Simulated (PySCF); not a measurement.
ZrF2, SMILES [F][Zr][F] (connectivity only; charge and spin as stated), neutral, multiplicity 3.

Geometry optimised at PBE0-D3(BJ)/def2-TZVP. The multiplicity is an assumed one; other spin states were not compared. The def2 effective core potentials stand for the cores of Zr; spin–orbit coupling is left out.

Two levels are set side by side: PBE/def2-TZVPD (PySCF) and ωB97X/def2-TZVPD (PySCF). Same geometry, gas phase. Differences are taken from unrounded values.

| quantity | ωB97X | PBE | PBE minus ωB97X |
|---|---|---|---|
| α-spin orbital gap (eV) | 7.11 | 0.67 | -6.44 |
| β-spin orbital gap (eV) | 13.85 | 6.51 | -7.34 |
| dipole moment (D) | 1.51 | 1.53 | 0.02 |
| mean polarisability (bohr³) | 72.3 | 72.8 | 0.5 |

Rough cost on one machine, each run with all the roots and properties that it gave: ωB97X against PBE within a factor of 2.
